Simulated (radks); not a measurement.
The numbers below are computed, except where a source is named.
Orbital eigenvalues (eV) of the mercury ion Hg3+, [Xe] 4f14 5d9, at several levels of relativity; Dirac values are averaged over j with weights 2j + 1. Spin-unpolarised spherical Kohn-Sham, BLYP, point nucleus unless stated (finite: rms radius 5.4648 fm), a radial shooting solver on a logarithmic mesh with Libxc functionals. A level marked "c x" has the speed of light scaled by that factor and shares open shells by 2j + 1; other Dirac levels either fill j = l - 1/2 first or share by 2j + 1.

| shell | non-rel. | scalar-rel. | scalar-rel., finite nucleus | Dirac, low j first | change of magnitude, last against first (%) |
|---|---|---|---|---|---|
| 3s | -2989.9 | -3533.2 | -3531.5 | -3523.9 | +17.86 |
| 3p | -2763.9 | -2946.3 | -2946.4 | -2967.1 | +7.35 |
| 3d | -2342.1 | -2329.5 | -2329.5 | -2323.2 | -0.81 |
| 4s | -665.88 | -803.44 | -802.98 | -801.20 | +20.32 |
| 4p | -567.85 | -611.07 | -611.09 | -616.45 | +8.56 |
| 4d | -387.31 | -383.04 | -383.06 | -381.95 | -1.38 |
| 4f | -144.45 | -130.22 | -130.23 | -129.72 | -10.20 |
| 5s | -125.60 | -152.37 | -152.28 | -151.92 | +20.96 |
| 5p | -93.770 | -100.41 | -100.41 | -101.46 | +8.20 |
| 5d | -43.370 | -42.336 | -42.337 | -42.258 | -2.56 |
| 6s (empty) | -30.300 | -34.341 | -34.327 | -34.299 | +13.20 |
| 6p (empty) | -23.409 | -24.389 | -24.389 | -24.520 | +4.75 |
